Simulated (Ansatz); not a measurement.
Reaction (ligand exchange at the Si–Se bond): `Cl[SiH2][SeH]` + `[NH2][GeH2][Cl]` → `Cl[SiH2][NH][GeH2][Cl]` + H₂Se

Isolated molecules relaxed with PBE0-D4/def2-TZVP in Ansatz; ΔE leaves out vibrations. CCSD(T)/CBS is the MP2 limit (def2-TZVPP, def2-QZVPP) plus CCSD(T) − MP2 in def2-TZVPP, frozen cores. DFT in def2-TZVPP. For Ge, Se outer-core shells are correlated without core-valence functions, which leaves a few kJ/mol of doubt a bond. Scalar relativity is left out up to krypton. One conformer a species, not always the lowest.

```
             level  ΔE (kJ/mol)
           ωB97X-V        -11.2
           ωB97M-V        -11.7
              PBE0         -0.9
    MP2/def2-TZVPP        -12.6
SCS-MP2/def2-TZVPP        -14.9
    MP2/def2-QZVPP        -10.2
     MP2/CBS(def2)         -7.6
    CCSD/CBS(def2)        -11.1
```

Problem. What does CCSD(T)/CBS give? (An estimate is asked.)

Solution. Ansatz gave: -10.4 kJ/mol. The listed levels differ from it by -0.8, -1.3, 9.5, -2.2, -4.5, 0.2, 2.8, -0.7 kJ/mol.

Largest T1 diagnostic among the species: 0.010.

The D4 term adds −4.5 kJ/mol with B3LYP and −2.9 kJ/mol with PBE0; it sums over pairs of atoms, weighted by their polarisabilities, and B3LYP, whose exchange is more repulsive, gets the larger term. From PBE to PBE0 (25 % exact exchange), in def2-TZVPP and without D4, ΔE moves by −3.1 kJ/mol.

B3LYP here is the variant with VWN-RPA as its local correlation; programs differ in this.
